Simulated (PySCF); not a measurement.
# One molecule, several mistakes: AlClH2OSi

These are calculations, not measurements. They come from PySCF 2.14.0, an open-source quantum chemistry program, on an isolated molecule that a program drew, which may never have been made. The molecule is AlClH2OSi (charge 0, singlet), drawn as the SMILES string `[Al][O][SiH2]Cl`.

Each row is a Hartree-Fock (HF) and frozen-core CCSD(T) single point in the cc-pV(D+d)Z basis, meant for a local HF minimum. Run 1 is clean. Each other run has one planted mistake out of seven kinds, and not every kind appears here: one electron removed, one electron added, multiplicity raised by two, geometry at a saddle point, minimal basis STO-3G, one bond length entered in bohr, all coordinates scaled. The reference is restricted for singlets and unrestricted otherwise, and also for a bond in bohr. Adding or removing an electron swaps singlet and doublet. Electrons count all cores. HOMO and LUMO are orbital energies over both spins, the gradient is its largest component, and the lowest frequency (negative if imaginary) is given only where the gradient is small. Bond lengths are over the 5 bonds as drawn. T1 is the CCSD diagnostic: over 0.02 (restricted) or 0.045 (unrestricted) a single reference is doubtful.

Geometry of the clean run:
```xyz
6
AlClH2OSi, angstrom
Al   -0.9010   -2.0144    3.0887
O    -0.4122   -1.0646    1.7483
Si   -0.1127   -0.1893    0.4202
Cl   -1.8130   -0.1079   -0.7681
H     0.2253    1.1984    0.7662
H     0.9411   -0.8090   -0.3953
```

| run | electrons | basis functions | <S^2> | HOMO (eV) | LUMO (eV) | gradient (hartree/bohr) | lowest frequency (cm^-1) | mean bond (Å) | longest bond (Å) | T1 | HF (hartree) | CCSD(T) (hartree) | mistake |
|---|---|---|---|---|---|---|---|---|---|---|---|---|---|
| 1 | 54 | 93 | 0.000 | -8.99 | 1.35 | 2.7e-05 | 62 | 1.6695 | 2.076 | 0.0135 | -1066.55031 | -1067.06181 | no fault |
| 2 | 54 | 93 | 0.809 | -8.89 | 1.24 | 1.2e-02 | - | 1.9310 | 2.777 | 0.0481 | -1066.43331 | -1066.93779 | one bond length entered in bohr |
| 3 | 54 | 93 | 0.000 | -8.81 | 1.44 | 3.7e-02 | - | 1.5927 | 1.981 | 0.0122 | -1066.53446 | -1067.04154 | all coordinates scaled |
| 4 | 55 | 93 | 0.775 | 0.45 | 6.40 | 5.5e-02 | - | 1.6695 | 2.076 | 0.0161 | -1066.51684 | -1067.03497 | one electron added |
| 5 | 54 | 34 | 0.000 | -5.36 | 9.65 | 3.0e-02 | - | 1.6695 | 2.076 | 0.0158 | -1054.30058 | -1054.43671 | ? |
| 6 | 53 | 93 | 0.752 | -15.40 | -7.65 | 7.1e-02 | - | 1.6695 | 2.076 | 0.0182 | -1066.24606 | -1066.72456 | ? |

**Which mistake was planted in run 5, and what did it cost?**

It has 34 basis functions where the clean run has 93, with the same electrons and geometry. So the mistake is: minimal basis STO-3G. Subtracting run 1 and multiplying by 627.51 kcal/mol a hartree, the energy moved by 7686.8 kcal/mol in HF and 7922.4 kcal/mol in CCSD(T).

**Which mistake was planted in run 6, and what did it cost?**

It counts 53 electrons, one fewer than the clean run, at the same geometry and basis. So the mistake is: one electron removed. Subtracting run 1 and multiplying by 627.51 kcal/mol a hartree, the energy moved by 190.9 kcal/mol in HF and 211.6 kcal/mol in CCSD(T).

Cautions from the logs. Run 2: T1 is over the limit, so its CCSD(T) energy is less reliable; run 4: the HOMO is above zero, so the electron isn't bound and the energy depends on the basis.
